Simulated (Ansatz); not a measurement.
Basis-set extrapolation for CH8N2OSi (`N[SiH2]NCO`) (PBE0-D4/def2-TZVP geometry, frozen core, Ansatz). Multiplicity 1, RHF reference.

```json
{"": "HF", "def2-TZVPP": "-515.382455", "def2-QZVPP": "-515.403184"}
{"": "MP2 correlation", "def2-TZVPP": "-0.965825", "def2-QZVPP": "-1.037024"}
{"": "CCSD(T) correlation", "def2-TZVPP": "-1.043737", "def2-QZVPP": "not run"}
```

Energies in hartree. Use E(X) = E(∞) + A·exp(−7.88·√X) for Hartree–Fock and E(X) = E(∞) + B·X^(−2.97) for correlation, with X = 3 and 4, and add CCSD(T) minus MP2 of the smaller set to the MP2 limit.

Q: What is the CCSD(T) energy at the basis-set limit?

A: HF limit: -515.403184 + (-0.020729) × 0.13774 = -515.40604. MP2 limit: -1.037024 + (-0.071199) × 0.74074 = -1.08976. Higher-order term: -1.043737 − (-0.965825) = -0.07791. Total: -516.57371 hartree, 387.3 kJ/mol below CCSD(T)/def2-TZVPP.
